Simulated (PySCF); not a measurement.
Cards and structures have been mixed up. Pair them.

Structures:
1. `C(#N)[SiH2]CC=C`
2. `[SiH3]C(=C)C`
3. `CCC(C)(C)NNC1CC1`
4. `COc1ncpcc1C=O`

Card P (geometry GFN2-xTB):
- Rotational constants A, B, C: 8.722, 4.258, 3.012 GHz
- Static isotropic polarisability (PBE0/def2-SVPD): 65.5 au
- Isotropic shieldings of nuclei other than C and H, by class (GIAO PBE0/pcSseg-1): 418 (1 Si) ppm
- Lowest singlet excitation (TDDFT PBE0/def2-SVPD): 6.82 eV (182 nm, f = 0.002)
- Core binding energies (ΔSCF SCAN, pcX-2 on the ionised atom, pcseg-1 elsewhere, spin-free X2C, 2p3/2 from a spin–orbit splitting computed afterwards within the 2p shell): Si2p3/2 106.5, C1s 290.0, C1s 290.1, C1s 290.7, Si1s 1846.2 eV

Card Q (geometry PBE0-D3(BJ)/def2-SVP):
- Rotational constants A, B, C: 2.566, 0.636, 0.598 GHz
- Point group: C1
- Isotropic shieldings of nuclei other than C and H, by class (GIAO CAM-B3LYP/pcSseg-1): 141 (1 N), 168 (1 N) ppm
- Dipole moment (CAM-B3LYP/pcSseg-1): 1.35 D
- 13C chemical shifts (computed TMS as zero) by class (GIAO CAM-B3LYP/pcSseg-1): 54.5 (1 C), 35.2 (1 C), 33.0 (1 C), 25.7 (2 C), 10.9 (1 C), 4.5 (2 C) ppm
- HOMO energy (CAM-B3LYP/pcSseg-1): -7.58 eV

Card R (geometry PBE0-D3(BJ)/def2-SVP):
* Rotational constants A, B, C: 1.343, 1.169, 0.628 GHz
* Static isotropic polarisability (B3LYP/def2-SVPD): 114.3 au
* Lowest singlet excitation (TDDFT B3LYP/def2-SVPD): 3.36 eV (369 nm, f = 0.000)
* Dipole moment (B3LYP/def2-SVPD): 3.46 D
* 13C chemical shifts (computed TMS as zero) by class (GIAO PBE/pcSseg-1): 192.6 (1 C), 187.3 (1 C), 168.2 (1 C), 164.5 (1 C), 118.7 (1 C), 54.7 (1 C) ppm
* Vertical ionisation energy (ΔSCF B3LYP/def2-SVPD): 8.85 eV

Card S (geometry GFN2-xTB):
* Rotational constants A, B, C: 9.850, 1.179, 1.126 GHz
* Static isotropic polarisability (PBE0/def2-SVPD): 78.6 au
* Lowest triplet excitation (Tamm–Dancoff) (TDA PBE0/def2-SVPD): 4.28 eV
* Point group: C1
* Lowest singlet excitation (TDDFT PBE0/def2-SVPD): 6.26 eV (198 nm, f = 0.089)
* Dipole moment (PBE0/def2-SVPD): 3.84 D

All species are isolated and taken at one optimised geometry, non-relativistic unless stated; the electronic structure was computed with PySCF and density fitting. NMR classes are plain means over equivalent atoms (diastereotopic ones count apart unless rotation or inversion swaps them), as if these changed places fast.

Question: Which card belongs to which structure?

Answer: P = 2, Q = 3, R = 4, S = 1. What ties each card to its structure:
- 1 (card S), C4H7NSi, monoisotopic mass 97.0 u, 6 heavy atoms: an asymmetric top with C = 1.126 GHz; polarisability 78.6 au for 52 electrons; dipole 3.84 D.
- 2 (card P), C3H8Si, monoisotopic mass 72.0 u, 4 heavy atoms: core lines of C and Si; an asymmetric top with C = 3.012 GHz, the highest such constant on the cards; polarisability 65.5 au for 40 electrons.
- 3 (card Q), C8H18N2, monoisotopic mass 142.1 u, 10 heavy atoms: 8 C in 6 classes; the least shielded carbon (54.5 ppm) is an sp3 carbon bound to nitrogen; an asymmetric top with C = 0.598 GHz, the lowest such constant on the cards; dipole 1.35 D.
- 4 (card R), C6H6NO2P, monoisotopic mass 155.0 u, 10 heavy atoms: 6 C in 6 classes; the least shielded carbon (192.6 ppm) is an aromatic CH next to a ring nitrogen; an asymmetric top with C = 0.628 GHz; polarisability 114.3 au for 80 electrons; dipole 3.46 D.
